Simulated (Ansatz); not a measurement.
Caution, from a PySCF single point (B3LYP-D3(BJ)/def2-TZVP) at this geometry: the highest occupied level lies above zero, so the state may not be bound. This triplet lies 0.39 eV above the relaxed singlet at the level frozen-core CCSD(T)/aug-cc-pVTZ // B3LYP-D3(BJ)/def2-TZVP (Ansatz, a first-principles code); other levels give the other order.

Species: C3H3, SMILES `C1=C[CH-]1` (triplet; the order of the spin states depends on the level) (charge -1, multiplicity 3).

Q: Give a relaxed geometry from B3LYP-D3(BJ)/def2-TZVP (Ansatz).

A: the end point of this relaxation (outside a Z-matrix the atoms follow the SMILES, hydrogens last).
Cartesian coordinates (Å) in one orientation:
```xyz
6

C     -0.503    -0.598     0.696
C     -0.384     0.820     0.395
C      0.810     0.028     0.648
H     -0.888    -1.388     0.037
H     -0.660     1.328    -0.539
H      1.625    -0.190    -0.055
```
